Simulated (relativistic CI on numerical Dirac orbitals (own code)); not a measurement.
## Crystal-field levels of Tc3+, 4d4

Calculated by Dirac-Coulomb-Breit CI, separate exchange-only KLI orbitals for each configuration, model QED (radiative potential, 1s self-energy scaled to tabulated hydrogen-like ionisation energies), valence Slater integrals scaled by 0.8, one configuration in a parametric crystal field (own radial code).

Field parameters in Wybourne normalisation: Td as Oh with Dq negative (B⁴₀ = 21Dq, B⁴₄ = √(5/14) B⁴₀). The field is a parameter set, without covalency.

S is read from ⟨S²⟩ = S(S + 1).

Site symmetry Td; labels are those of the double group. Computed levels in cm⁻¹ above the lowest, in rising order:

| Δ (size of 10Dq) | Lowest | No. 2 | No. 3 | No. 4 | No. 5 | No. 6 | No. 7 | No. 8 |
| --- | --- | --- | --- | --- | --- | --- | --- | --- |
| 2650 | A1 | 256 T1 | 530 T2 | 1016 E | 1208 T1 | 1648 T2 | 3710 A2 | 3806 T2 |
| 4800 | A1 | 217 T1 | 423 T2 | 994 E | 1116 T1 | 1572 T2 | 5722 A2 | 5761 T2 |
| 6900 | A1 | 212 T1 | 397 T2 | 1005 E | 1105 T1 | 1567 T2 | 7475 A1 | 7771 A2 |
| 9050 | A1 | 245 T1 | 435 T2 | 1064 E | 1161 T1 | 1628 T2 | 4683 A1 | 7537 T1 |
| 11150 | A1 | 450 T1 | 671 T2 | 1317 E | 1425 T1 | 1750 A1 | 1899 T2 | 5951 T1 |
| 13300 | A1 | 2747 A1 | 2790 T1 | 3097 T2 | 3765 E | 3912 T1 | 4396 T2 | 6624 T1 |
| 15400 | A1 | 5968 A1 | 6154 T1 | 6668 T2 | 7341 E | 7673 T1 | 8166 T2 | 8738 E |
| 17550 | A1 | 8869 A1 | 9092 T1 | 9852 T2 | 10186 E | 11626 T1 | 11848 E | 11853 T2 |
| 19650 | A1 | 11236 A1 | 11450 T1 | 12209 T2 | 12311 E | 15385 T1 | 15478 E | 15496 T2 |

Ground-state S against |10Dq| in cm⁻¹: 2650: 1.98, 4800: 1.98, 6900: 1.97, 9050: 1.94, 11150: 1.75, 13300: 0.37, 15400: 0.16, 17550: 0.10, 19650: 0.07.

The spin changes between |10Dq| = 11150 and 13300 cm⁻¹.
